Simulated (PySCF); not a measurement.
N₂ (SMILES N#N), singlet, at a GFN2-xTB geometry; CASSCF(6,4)/STO-3G (PySCF).

The PySCF input:
```python
from pyscf import gto, scf, mcscf, mp
import numpy

mol = gto.Mole()
mol.atom = '''
    N    -0.00000000   -0.00000000   -0.54911021
    N     0.00000000    0.00000000    0.54911021
'''
mol.basis = 'sto-3g'
mol.verbose = 4
mol.build()

mf = scf.RHF(mol)
mf.kernel()
mc = mcscf.CASSCF(mf, 4, 6)
mc.fix_spin_(ss=0.0)
noons, natorbs = mcscf.addons.make_natural_orbitals(mp.MP2(mf).run())
mc.kernel(natorbs)
occ = numpy.linalg.eigvalsh(mc.fcisolver.make_rdm1(mc.ci, mc.ncas, mc.nelecas))[::-1]
ss = mc.fcisolver.spin_square(mc.ci, mc.ncas, mc.nelecas)[0]
print('natural occupations', occ.round(4), ' <S^2>', round(ss, 4))
```

The log (banner, timings and long lists left out):

```
PySCF version 2.14.0

[INPUT] verbose = 4
[INPUT] num. atoms = 2
[INPUT] num. electrons = 14
[INPUT] charge = 0
[INPUT] spin (= nelec alpha-beta = 2S) = 0
[INPUT] symmetry False subgroup None
[INPUT] Mole.unit = angstrom
[INPUT] Symbol           X                Y                Z      unit          X                Y                Z       unit  Magmom
[...]
nuclear repulsion = 23.6106366835539
number of shells = 6
number of NR pGTOs = 30
number of NR cGTOs = 10
basis = sto-3g
ecp = {}

******** <class 'pyscf.scf.hf.RHF'> ********
method = RHF
initial guess = minao
damping factor = 0
level_shift factor = 0
DIIS = <class 'pyscf.scf.diis.CDIIS'>
diis_start_cycle = 1
diis_space = 8
diis_damp = 0
SCF conv_tol = 1e-09
SCF conv_tol_grad = None
SCF max_cycles = 50
direct_scf = True
direct_scf_tol = 1e-13
Set gradient conv threshold to 3.16228e-05
Initial guess from minao.
init E= -107.666608933329
[...]
cycle= 1 E= -107.495919201895  delta_E= 0.171  |g|= 0.0455  |ddm|= 2.37
[...]
cycle= 2 E= -107.496031342634  delta_E= -0.000112  |g|= 0.00385  |ddm|= 0.0314
[...]
cycle= 3 E= -107.496034500389  delta_E= -3.16e-06  |g|= 0.000511  |ddm|= 0.00739
[...]
cycle= 4 E= -107.496034591046  delta_E= -9.07e-08  |g|= 9.94e-09  |ddm|= 0.00152
[...]
cycle= 5 E= -107.496034591046  delta_E= 8.53e-14  |g|= 7.5e-13  |ddm|= 1.2e-08
[...]
Extra cycle  E= -107.496034591046  delta_E= -8.53e-14  |g|= 1.6e-13  |ddm|= 1.64e-12
converged SCF energy = -107.496034591046

******** <class 'pyscf.mp.mp2.RMP2'> ********
nocc = 7, nmo = 10
E(RMP2) = -107.650312601063  E_corr = -0.154278010017698
E(SCS-RMP2) = -107.646260879136  E_corr = -0.150226288090435
E_corr(same-spin) = -0.0402776814586183
E_corr(oppo-spin) = -0.11400032855908

******** <class 'pyscf.mcscf.mc1step.CASSCF'> ********
CAS (3e+3e, 4o), ncore = 4, nvir = 2
max_cycle_macro = 50
max_cycle_micro = 4
conv_tol = 1e-07
conv_tol_grad = None
orbital rotation max_stepsize = 0.02
orbital rotation threshold for CI restart = 0.01
augmented hessian ah_max_cycle = 30
augmented hessian ah_conv_tol = 1e-12
augmented hessian ah_linear dependence = 1e-14
augmented hessian ah_level shift = 1e-08
augmented hessian ah_start_tol = 2.5
augmented hessian ah_start_cycle = 3
augmented hessian ah_grad_trust_region = 3
kf_trust_region = 3
kf_interval = 4
ci_response_space = 4
ci_grad_trust_region = 3
with_dep4 0
natorb = False
canonicalization = True
sorting_mo_energy = False
ao2mo_level = 2
internal_rotation = False
[...]
CASCI E = -107.532876800369  S^2 = 0.0000000
[...]
macro iter  33 ( 21 JK    4 micro), CASSCF E = -107.534403936204  dE = -1.08212138e-05  S^2 = 0.0000000
               |grad[o]|=0.00119  |grad[c]|=0.00484  |ddm|=7.33e-05  |maxRot[o]|=0.00466
macro iter  34 ( 21 JK    4 micro), CASSCF E = -107.534414032618  dE = -1.00964140e-05  S^2 = 0.0000000
               |grad[o]|=0.00118  |grad[c]|=0.00483  |ddm|=7.3e-05  |maxRot[o]|=0.00443
macro iter  35 ( 17 JK    4 micro), CASSCF E = -107.534548633893  dE = -1.34601275e-04  S^2 = 0.0000000
               |grad[o]|=0.00116  |grad[c]|=0.00673  |ddm|=0.000284  |maxRot[o]|=0.0723
macro iter  36 (  7 JK    2 micro), CASSCF E = -107.534634116736  dE = -8.54828435e-05  S^2 = 0.0000000
               |grad[o]|=0.000826  |grad[c]|=0.00505  |ddm|=0.000289  |maxRot[o]|=0.0699
macro iter  37 (  7 JK    2 micro), CASSCF E = -107.534676338380  dE = -4.22216434e-05  S^2 = 0.0000000
               |grad[o]|=0.000521  |grad[c]|=0.00491  |ddm|=0.000408  |maxRot[o]|=0.0699
macro iter  38 ( 11 JK    3 micro), CASSCF E = -107.534683020903  dE = -6.68252363e-06  S^2 = 0.0000000
               |grad[o]|=0.000212  |grad[c]|=0.00292  |ddm|=0.00155  |maxRot[o]|=0.0898
macro iter  39 ( 12 JK    3 micro), CASSCF E = -107.534682613304  dE =  4.07598790e-07  S^2 = 0.0000000
               |grad[o]|=0.000743  |grad[c]|=0.0108  |ddm|=0.00217  |maxRot[o]|=0.149
macro iter  40 ( 21 JK    4 micro), CASSCF E = -107.534682156673  dE =  4.56631639e-07  S^2 = 0.0000000
               |grad[o]|=0.000929  |grad[c]|=0.0024  |ddm|=0.00107  |maxRot[o]|=0.0472
macro iter  41 ( 25 JK    4 micro), CASSCF E = -107.534682290548  dE = -1.33875375e-07  S^2 = 0.0000000
               |grad[o]|=0.000329  |grad[c]|=4.6e-05  |ddm|=7.69e-05  |maxRot[o]|=0.00583
macro iter  42 (  7 JK    1 micro), CASSCF E = -107.534682222131  dE =  6.84172363e-08  S^2 = 0.0000000
               |grad[o]|=0.000124  |grad[c]|=0.000184  |ddm|=0.000245  |maxRot[o]|=0.018
macro iter  43 (  7 JK    1 micro), CASSCF E = -107.534682222076  dE =  5.46549472e-11  S^2 = 0.0000000
               |grad[o]|=9.9e-05  |grad[c]|=8.5e-05  |ddm|=0.000185  |maxRot[o]|=0.00824
1-step CASSCF converged in  43 macro (792 JK 156 micro) steps
CASSCF canonicalization
Density matrix diagonal elements [1.99651267 1.93236937 1.9963197  0.07479825]
CASSCF energy = -107.534682222076
CASCI E = -107.534682222076  E(CI) = -11.3019181369290  S^2 = 0.0000000
natural occupations [1.9996 1.9965 1.9291 0.0748]  <S^2> 0.0
```
